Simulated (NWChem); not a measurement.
Basis-set convergence for AlClF$_{2}$

SMILES: [F][Al]([F])[Cl]
```xyz
4

Al     0.0000     0.0000     0.4183
F     -1.4183     0.0000     1.2546
F      1.4183     0.0000     1.2546
Cl     0.0000     0.0000    -1.6483
```
Charge 0, spin multiplicity 1.

The numbers come from NWChem runs, not from measurements. All single points use one geometry, from PBE0/def2-SVP, a minimum by its harmonic frequencies.

Quantity: vertical ionisation energy at the level ΔMP2 (Δ: difference of total energies, the cation a doublet at the parent's geometry with its hole in an orbital of symmetry b1 (C2v labels); it is the state that the SCF runs reached, from PBE0 orbitals for Hartree-Fock references, and need not be the lowest).

The correlated methods keep 12 core orbitals frozen. The Pople sets run with spherical d functions. The structure started from a generated list of species. No SCF solution was tested for a lower state. Open-shell Hartree-Fock references start from PBE0 orbitals; any time given for them includes that run.

The cost column gives rough processor time relative to pcseg-1; each entry includes its own SCF.

```tsv
basis	functions	vertical ionisation energy (eV)	relative cost
pcseg-1	64	12.75	1
6-31+G*	80	?	under 3
def2-SVPD	97	12.87	under 3
aug-cc-pVDZ	100	12.85	5
6-311++G**	104	12.61	under 3
def2-TZVPD	169	?	8
cc-pVQZ	228	?	80
```

Question: What belongs in the gaps?

Answer: 
- 6-31+G*, vertical ionisation energy (eV): 12.59
- def2-TZVPD, vertical ionisation energy (eV): 12.89
- cc-pVQZ, vertical ionisation energy (eV): 12.99
